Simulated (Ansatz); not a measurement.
A nudged elastic band was laid between two geometries of C2H8BGeN (13 atoms, charge 0, multiplicity 1).

Theory: RKS PBE-D4/def2-SVP (Ansatz 0.2.0).

| Quantity | Value |
| --- | --- |
| movable images | 5 |
| climbing image | yes |
| spring | 5.0 eV/Å² |
| optimiser | quadratic models (default) |
| start path | IDPP |
| force threshold | 0.03 eV/Å |
| iteration limit | 60 |
| end points | relaxed |

Image 0:

```xyz
13
Properties=species:S:1:pos:R:3
C -1.113 1.197 -0.344
C -0.102 0.126 -0.079
N -0.036 -0.528 1.264
B 0.025 -1.443 -0.040
Ge 1.671 -0.504 -0.787
H -1.195 1.363 -1.436
H -0.846 2.174 0.117
H -2.130 0.914 0.016
H 0.741 -0.328 1.915
H -0.934 -0.574 1.765
H -0.670 -2.425 -0.168
H 2.851 0.071 0.060
H 1.759 -0.077 -2.270
```

Image 6:

```xyz
13
Properties=species:S:1:pos:R:3
C -1.147 1.178 -0.294
C -0.098 0.135 -0.069
N -0.201 -0.791 1.100
B 0.169 -1.395 -0.328
Ge 1.821 -0.225 -0.546
H -2.179 0.766 -0.191
H -1.062 1.567 -1.328
H -1.055 2.048 0.392
H 0.431 -0.693 1.912
H -1.163 -0.995 1.405
H -0.397 -2.364 -0.781
H 2.778 0.215 0.608
H 2.123 0.520 -1.866
```

Question: What changes between the two ends?

Answer: No bond is made or broken. The dihedral H8–C1–C2–Ge5 goes from 156 to -81°. The two ends are copies of one structure, up to a mirror image or an exchange of like atoms.

Question: Give the energies along the band, and the barrier.

Answer: The run converged. The highest image is number 3 of 0 to 6, 2.8 kcal/mol above the ends, which have the same energy within 2 meV. A vibrational analysis at the climbing image gives one clearly imaginary mode, 220i cm⁻¹: a first-order saddle point.

```
image  path coordinate (Å)  energy (kcal/mol)  dihedral H8–C1–C2–Ge5 (°)
    0                 0.00                0.0                        156
    1                 0.59                0.7                        176
    2                 1.18                2.1                       -163
    3                 1.77                2.8                       -143
    4                 2.37                2.1                       -122
    5                 2.96                0.7                       -101
    6                 3.56                0.0                        -81
```

Question: What is the geometry of the highest image?

Answer: 
```xyz
13
Properties=species:S:1:pos:R:3:forces:R:3
C -1.148 1.180 -0.336 0.00 -0.01 0.00
C -0.097 0.130 -0.073 -0.02 0.01 -0.01
N -0.187 -0.756 1.128 0.01 0.00 0.02
B 0.161 -1.412 -0.280 0.00 -0.01 -0.01
Ge 1.815 -0.263 -0.566 0.01 0.00 0.02
H -1.841 0.891 -1.154 0.00 0.00 0.00
H -0.701 2.157 -0.609 0.00 0.00 0.00
H -1.766 1.366 0.569 0.00 0.00 0.00
H 0.457 -0.632 1.928 0.00 0.00 -0.01
H -1.142 -0.956 1.454 0.00 0.00 -0.01
H -0.421 -2.390 -0.691 0.00 0.00 0.00
H 2.787 0.216 0.560 0.00 0.00 0.00
H 2.103 0.435 -1.915 -0.01 0.00 0.00
```

Question: What are the harmonic wavenumbers there?

Answer: 220i, 215, 243, 298, 345, 458, 489, 539, 569, 653, 741, 772, 823, 824, 893, 928, 957, 1011, 1023, 1084, 1296, 1339, 1394, 1422, 1554, 1997, 2100, 2591, 2952, 3028, 3047, 3299, 3433 cm⁻¹.

The band took 4 iterations and of the order of 2.4 core-minutes.

Run time: 74 s on 2 threads of Arm Neoverse V1 (shared host), peak memory 0.18 GiB.
